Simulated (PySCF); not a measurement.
**Dipole moment and polarisability of (HCd-mu-NH2)2**

Species: (HCd-mu-NH2)2 (singlet state).
Cartesian coordinates in Å at the PBE0-D3(BJ)/def2-SVP level; atoms count from 1:
```
atom  x, y, z in Å
Cd1    1.310    0.108    1.033
H2     2.510    0.125    2.217
N3     0.590   -1.182   -0.646
Cd4   -1.468   -0.311   -0.737
H5    -3.007   -0.711   -1.297
N6    -0.477    1.316    0.436
H7     0.665   -2.193   -0.524
H8     1.112   -1.003   -1.507
H9    -0.216    2.106   -0.159
H10   -1.020    1.747    1.185
```

Level: CAM-B3LYP/def2-SVPD (PySCF), static field, nuclei fixed, core orbitals frozen in the response. The polarisability tensor in these axes (au):

```
x   97.31  0.58 18.21
y    0.58 74.55  7.28
z   18.21  7.28 78.68
```

Problem. Diagonalise the tensor; give its mean and Δα, where Δα² is half the sum of the squared differences of the eigenvalues.

Solution. Principal values 64.07, 77.47 and 109.00 au; mean 83.51 au = 12.38 Å³ = 13.77 × 10⁻⁴⁰ C²·m²/J; Δα = 39.96 au (48 % of the mean).

Problem. What is the dipole moment, and where does it point?

Solution. (0.52, 0.58, -0.95) D, 1.23 D in size, pointing from the negative to the positive side. Measured along this direction, the outermost atoms are H2, H5 and H10 at the negative end and H8 at the positive end.

Problem. Orientational against electronic polarisability at 273 K (dilute gas, rigid molecules)?

Solution. In Gaussian units μ²/3kT = 13.46 Å³ against 12.38 Å³, a ratio of 1.09; the Debye molar polarisation (4π/3)N_A(α + μ²/3kT) is 65.2 cm³/mol, leaving out the vibrational part.

Problem. What depolarisation ratio follows for Rayleigh scattering of linearly polarised light, taking the static tensor?

Solution. ρ = 3Δα²/(45ᾱ² + 4Δα²) = 4789.7/(313846 + 6386.3) = 0.015.

Problem. Find the Langevin capture rate constant for H3+ (3.023 u) meeting this molecule (261.860 u), k = 2.342 × 10⁻⁹ cm³/s × √(α in Å³ / reduced mass in u).

Solution. The reduced mass is 2.99 u, so k = 4.77 × 10⁻⁹ cm³/s. The formula leaves out the permanent dipole, which adds to the capture rate.

Problem. Form Σ f/ω² (atomic units) for the 10 lowest TDDFT singlets, given as eV and f, and set it beside the mean polarisability, which is this sum over all singlets: 5.35, 0.0012; 5.58, 0.0000; 5.70, 0.0004; 5.91, 0.4403; 6.00, 0.1087; 6.41, 0.0009; 6.42, 0.0010; 6.69, 0.0497; 6.76, 0.0090; 6.96, 0.0386.

Solution. They add up to 13.20 au, 15.8 % of the 83.51 au; the largest single term is 9.33 au, from the state at 5.91 eV. Terms in order: 0.03, 0.00, 0.01, 9.33, 2.24, 0.02, 0.02, 0.82, 0.15, 0.59 au. Higher excitations give the rest. The strengths listed sum to 0.650.

Problem. What molar refraction does this α imply?

Solution. Lorentz–Lorenz: R = (4π/3)N_A α = 2.5225 cm³/(mol·Å³) × 12.38 Å³ = 31.2 cm³/mol, in the limit of long wavelengths.

Geometry: PBE0-D3(BJ)/def2-SVP; no solvent, vibrations or thermal averaging. Atoms past krypton carry effective core potentials; spin–orbit coupling is left out.
